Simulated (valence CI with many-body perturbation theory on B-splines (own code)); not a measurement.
The numbers below are computed, except where a source is named.
Hf LI: what the settings do

Level of theory: relativistic CI+MBPT: four valence electrons over a frozen Dirac-Fock core [Ar], a basis of 6 s, 6 p, 5 d, 5 f, 1 g functions for each j, with the one-electron correlation potential Σ1 (screened to all orders), the two-electron term Σ2, the three-electron term Σ3, Breit, model QED; selected single and double excitations, second order for the rest (own B-spline code, finite nucleus).

The last digits are not significant, and no measured levels were compared; by estimate large intervals hold to a few tenths of a per cent, small ones and those within an open d or f shell to about a per cent. Only levels of the ground parity were solved; by the run's estimate the other parity begins above the list, which can be wrong where configurations are misplaced.

The reference run has the lowest level (3d3/2^4) J=0 and an ionisation energy of 4572.99 eV. Its largest variational space holds 7991 state functions.

Levels are named by their leading jj configuration (3d3/2^4 stands for four electrons in 3d with j = 3/2), which in mixed levels can hold well under half, so a name can repeat and another be missing. Letters in brackets count levels of one name in rising energy.

Changed runs:
A. Breit term on → off; lowest core n in screening and Σ2 1 → 4
B. lowest core n in screening and Σ2 1 → 2; selection threshold (hartree) 2e-08 → 2e-07
C. core polarisation of operators on → off; highest l in the core sums 6 → 4
D. scale of Σ1 1 → 2 (bad on purpose)

Excitation energies of the reference run in cm⁻¹, and shifts in cm⁻¹:

```tsv
Level	Reference	B	C	D
(3d3/2^3 3d5/2) J=1	446922	+0.3	+112	+1960
(3d3/2^3 3d5/2) J=4	540686	+0.9	+182	+1997
(3d3/2^3 3d5/2) J=2	562305	+1.4	+89	+2100
(3d3/2^3 3d5/2) J=3	589517	+1.7	+116	+2087
(3d3/2^2 3d5/2^2) J=0 [a]	961861	+0.9	+120	+3943
(3d3/2^2 3d5/2^2) J=2 [a]	968359	+1.3	+144	+3871
(3d3/2^2 3d5/2^2) J=4 [a]	984218	+1.2	+252	+3959
(3d3/2^2 3d5/2^2) J=3 [a]	999922	+1.6	+207	+3966
(3d3/2^2 3d5/2^2) J=5	1029610	+1.5	+315	+3955
(3d3/2^2 3d5/2^2) J=6	1052080	+1.6	+384	+3965
(3d3/2^2 3d5/2^2) J=1	1068080	+1.9	+94	+4038
(3d3/2^2 3d5/2^2) J=3 [b]	1094400	+2.4	+145	+3979
Ionisation energy (eV)	4572.99	+0.00029	+0.11	+2.60
```

Run A: It gave no result: the setting left no core shell for the response of the core. The program said: "need at least one array to concatenate".
